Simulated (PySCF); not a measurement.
C3H8Cl2GaN (SMILES CC[N](C)[Ga]([Cl])[Cl]), singlet, at a GFN2-xTB geometry (such geometries of metal compounds can be far from the true shape), with bond 8-5 at 1.8 times its length; CASSCF(2,2)/STO-3G run with PySCF.

PySCF was given this input:
```python
from pyscf import gto, scf, mcscf
import numpy

mol = gto.M(
    atom='''
Ga    0.40843083   -0.19773367    0.24445906
Cl    1.55733728    1.42970668    0.89186655
Cl    1.25771279   -2.11263699    0.30399200
N    -1.42325483    0.02384233   -0.10654462
C    -2.18851313   -1.06595353   -0.69589713
C    -1.90165983    1.35736294   -0.43187646
C    -1.63169435    1.79125800   -1.87262314
H    -2.30114629   -0.96389972   -2.66136044
H    -3.20506798   -1.05488496   -0.28936258
H    -1.71940310   -2.01454588   -0.42468251
H    -2.97828085    1.39530473   -0.22802848
H    -1.40124889    2.05911297    0.24680905
H    -2.16892158    1.16662651   -2.58227757
H    -1.93981742    2.82350870   -2.01786116
H    -0.55939243    1.71079349   -2.07640927
''',
    basis='sto-3g',
    verbose=4,
)

mf = scf.RHF(mol)
mf.kernel()
mc = mcscf.CASSCF(mf, 2, 2)
mc.fix_spin_(ss=0.0)
mc.kernel()
occ = numpy.linalg.eigvalsh(mc.fcisolver.make_rdm1(mc.ci, mc.ncas, mc.nelecas))[::-1]
ss = mc.fcisolver.spin_square(mc.ci, mc.ncas, mc.nelecas)[0]
print('natural occupations', occ.round(4), ' <S^2>', round(ss, 4))
```

Task: Write the output that PySCF gives for this input, abridged.

Result: 
```
PySCF version 2.14.0

[INPUT] verbose = 4
[INPUT] num. atoms = 15
[INPUT] num. electrons = 98
[INPUT] charge = 0
[INPUT] spin (= nelec alpha-beta = 2S) = 0
[INPUT] symmetry False subgroup None
[INPUT] Mole.unit = angstrom
[INPUT] Symbol           X                Y                Z      unit          X                Y                Z       unit  Magmom
[INPUT]  1 Ga     0.408430830000  -0.197733670000   0.244459060000 AA    0.771822409529  -0.373662481905   0.461960672069 Bohr   0.0
[INPUT]  2 Cl     1.557337280000   1.429706680000   0.891866550000 AA    2.942940942775   2.701754063661   1.685383519161 Bohr   0.0
[INPUT]  3 Cl     1.257712790000  -2.112636990000   0.303992000000 AA    2.376732716463  -3.992305311725   0.574461624059 Bohr   0.0
[INPUT]  4 N     -1.423254830000   0.023842330000  -0.106544620000 AA   -2.689561834164   0.045055473872  -0.201340151846 Bohr   0.0
[INPUT]  5 C     -2.188513130000  -1.065953530000  -0.695897130000 AA   -4.135690435715  -2.014360233213  -1.315054986571 Bohr   0.0
[INPUT]  6 C     -1.901659830000   1.357362940000  -0.431876460000 AA   -3.593616260787   2.565044208234  -0.816128229047 Bohr   0.0
[INPUT]  7 C     -1.631694350000   1.791258000000  -1.872623140000 AA   -3.083455440500   3.384987038436  -3.538744869123 Bohr   0.0
[INPUT]  8 H     -2.301146290000  -0.963899720000  -2.661360440000 AA   -4.348536260659  -1.821506482345  -5.029242350352 Bohr   0.0
[INPUT]  9 H     -3.205067980000  -1.054884960000  -0.289362580000 AA   -6.056700692813  -1.993443667323  -0.546816026898 Bohr   0.0
[INPUT] 10 H     -1.719403100000  -2.014545880000  -0.424682510000 AA   -3.249200956728  -3.806939978571  -0.802533633793 Bohr   0.0
[INPUT] 11 H     -2.978280850000   1.395304730000  -0.228028480000 AA   -5.628135128537   2.636743800010  -0.430911375801 Bohr   0.0
[INPUT] 12 H     -1.401248890000   2.059112970000   0.246809050000 AA   -2.647976634451   3.891159572840   0.466401509564 Bohr   0.0
[INPUT] 13 H     -2.168921580000   1.166626510000  -2.582277570000 AA   -4.098667771859   2.204604593557  -4.879797384907 Bohr   0.0
[INPUT] 14 H     -1.939817420000   2.823508700000  -2.017861160000 AA   -3.665723655460   5.335658153327  -3.813204949797 Bohr   0.0
[INPUT] 15 H     -0.559392430000   1.710793490000  -2.076409270000 AA   -1.057098488855   3.232931151789  -3.923844842808 Bohr   0.0

nuclear repulsion = 768.335175122939
number of shells = 38
number of NR pGTOs = 192
number of NR cGTOs = 64
basis = sto-3g
ecp = {}

******** <class 'pyscf.scf.hf.RHF'> ********
method = RHF
initial guess = minao
damping factor = 0
level_shift factor = 0
DIIS = <class 'pyscf.scf.diis.CDIIS'>
diis_start_cycle = 1
diis_space = 8
diis_damp = 0
SCF conv_tol = 1e-09
SCF conv_tol_grad = None
SCF max_cycles = 50
direct_scf = True
direct_scf_tol = 1e-13
Set gradient conv threshold to 3.16228e-05
Initial guess from minao.
init E= -2978.25518158588
  HOMO = -0.330532165900989  LUMO = -0.23881768737125  gap/eV = 2.49568
cycle= 1 E= -2980.50261658953  delta_E= -2.25  |g|= 0.457  |ddm|= 4.64
  HOMO = -0.152660771453085  LUMO = 0.152685071135675  gap/eV = 8.30888
cycle= 2 E= -2980.61560622361  delta_E= -0.113  |g|= 0.125  |ddm|= 1.11
  HOMO = -0.242335315831741  LUMO = 0.156121210621592  gap/eV = 10.84255
cycle= 3 E= -2980.62392618604  delta_E= -0.00832  |g|= 0.0438  |ddm|= 0.279
  HOMO = -0.247366569996127  LUMO = 0.151415066202778  gap/eV = 10.85140
cycle= 4 E= -2980.62521557017  delta_E= -0.00129  |g|= 0.0186  |ddm|= 0.128
  HOMO = -0.246404337293504  LUMO = 0.152573373055816  gap/eV = 10.85674
cycle= 5 E= -2980.62544045933  delta_E= -0.000225  |g|= 0.0059  |ddm|= 0.0485
  HOMO = -0.247607374022982  LUMO = 0.151815177444914  gap/eV = 10.86884
cycle= 6 E= -2980.6254810842  delta_E= -4.06e-05  |g|= 0.0033  |ddm|= 0.0211
  HOMO = -0.247509466090476  LUMO = 0.151697904277252  gap/eV = 10.86299
cycle= 7 E= -2980.62549739959  delta_E= -1.63e-05  |g|= 0.00127  |ddm|= 0.0176
  HOMO = -0.247642558358289  LUMO = 0.151795112049475  gap/eV = 10.86925
cycle= 8 E= -2980.62550008648  delta_E= -2.69e-06  |g|= 0.00065  |ddm|= 0.00617
  HOMO = -0.247631047192455  LUMO = 0.151819239590963  gap/eV = 10.86960
cycle= 9 E= -2980.6255011839  delta_E= -1.1e-06  |g|= 0.000228  |ddm|= 0.00501
  HOMO = -0.247611737790185  LUMO = 0.151810454521004  gap/eV = 10.86883
cycle= 10 E= -2980.62550131647  delta_E= -1.33e-07  |g|= 7.47e-05  |ddm|= 0.00181
  HOMO = -0.247609206531352  LUMO = 0.151819774652275  gap/eV = 10.86902
cycle= 11 E= -2980.62550132824  delta_E= -1.18e-08  |g|= 2.31e-05  |ddm|= 0.000526
  HOMO = -0.24761027011591  LUMO = 0.151818724271241  gap/eV = 10.86902
cycle= 12 E= -2980.62550132918  delta_E= -9.43e-10  |g|= 1.04e-05  |ddm|= 0.00013
  HOMO = -0.247609942949391  LUMO = 0.15181963995246  gap/eV = 10.86903
Extra cycle  E= -2980.62550132931  delta_E= -1.26e-10  |g|= 6.49e-06  |ddm|= 3.37e-05
converged SCF energy = -2980.62550132931

******** <class 'pyscf.mcscf.mc1step.CASSCF'> ********
CAS (1e+1e, 2o), ncore = 48, nvir = 14
max_cycle_macro = 50
max_cycle_micro = 4
conv_tol = 1e-07
conv_tol_grad = None
orbital rotation max_stepsize = 0.02
orbital rotation threshold for CI restart = 0.01
augmented hessian ah_max_cycle = 30
augmented hessian ah_conv_tol = 1e-12
augmented hessian ah_linear dependence = 1e-14
augmented hessian ah_level shift = 1e-08
augmented hessian ah_start_tol = 2.5
augmented hessian ah_start_cycle = 3
augmented hessian ah_grad_trust_region = 3
kf_trust_region = 3
kf_interval = 4
ci_response_space = 4
ci_grad_trust_region = 3
with_dep4 0
natorb = False
canonicalization = True
sorting_mo_energy = False
ao2mo_level = 2
internal_rotation = False
******** <class 'pyscf.fci.addons.SpinPenaltyFCISolver'> ********
max. cycles = 50
conv_tol = 1e-08
davidson only = True
linear dependence = 1e-12
level shift = 0.001
max iter space = 12
nroots = 1
pspace_size = 400
spin = None
CASCI E = -2980.62750376846  S^2 = 0.0000000
Set conv_tol_grad to 0.000316228
macro iter   1 ( 21 JK    4 micro), CASSCF E = -2980.63895498165  dE = -1.14512132e-02  S^2 = 0.0000000
               |grad[o]|=0.00902  |grad[c]|=0.0155  |ddm|=0.0861  |maxRot[o]|=0.313
macro iter   2 ( 21 JK    4 micro), CASSCF E = -2980.67786920839  dE = -3.89142267e-02  S^2 = 0.0000000
               |grad[o]|=0.0367  |grad[c]|=0.0296  |ddm|=0.126  |maxRot[o]|=0.314
macro iter   3 ( 21 JK    4 micro), CASSCF E = -2980.70894060019  dE = -3.10713918e-02  S^2 = 0.0000000
               |grad[o]|=0.0612  |grad[c]|=0.0286  |ddm|=0.0665  |maxRot[o]|=0.314
macro iter   4 ( 12 JK    4 micro), CASSCF E = -2980.71031142013  dE = -1.37081994e-03  S^2 = 0.0000000
               |grad[o]|=0.0202  |grad[c]|=0.00141  |ddm|=0.0019  |maxRot[o]|=0.0755
macro iter   5 (  5 JK    2 micro), CASSCF E = -2980.71031155929  dE = -1.39159511e-07  S^2 = 0.0000000
               |grad[o]|=0.000191  |grad[c]|=1.56e-06  |ddm|=4.6e-05  |maxRot[o]|=0.000772
macro iter   6 (  1 JK    1 micro), CASSCF E = -2980.71031155929  dE =  0.00000000e+00  S^2 = 0.0000000
               |grad[o]|=1.44e-05  |grad[c]|=7.51e-08  |ddm|=    0  |maxRot[o]|=    0
1-step CASSCF converged in   6 macro ( 81 JK  19 micro) steps
CASSCF canonicalization
Density matrix diagonal elements [1.71449423 0.28550577]
CASSCF energy = -2980.71031155929
CASCI E = -2980.71031155929  E(CI) = -1.20917037390700  S^2 = 0.0000000
natural occupations [1.7155 0.2845]  <S^2> 0.0
```
